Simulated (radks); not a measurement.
Spin polarisation of the 3d5 shell in neutral chromium. Start: [Ar] 3d(up 2.5, down 2.5) 4s(up 0.5, down 0.5); electrons of 3d are moved from spin down to spin up, other shells keep equal spins. Method: non-relativistic Kohn-Sham, SCAN, spin-polarised, spherical densities, point nucleus; meta-GGA in the generalised Kohn-Sham scheme; computed with a radial shooting solver on a logarithmic mesh with Libxc functionals.

| moment (Bohr magnetons) | E - E(0) (eV) | e(3d up) (eV) | e(3d down) (eV) | 4s down minus up (eV) | 3p down minus up (eV) |
|---|---|---|---|---|---|
| 0 | 0.000 | -2.906 | -2.906 | 0.000 | 0.000 |
| 1 | -0.268 | -3.388 | -2.363 | 0.227 | 1.200 |
| 2 | -1.028 | -3.802 | -1.761 | 0.458 | 2.393 |
| 3 | -2.297 | -4.129 | -1.096 | 0.706 | 3.567 |
| 4 | -4.052 | -4.373 | -0.419 | 1.105 | 4.716 |

At moment 4 the spin-polarisation energy is -4.052 eV and the 3d exchange splitting 3.954 eV, that is 0.988 eV per Bohr magneton; E = -I m^2/4 would give I = 1.013 eV.
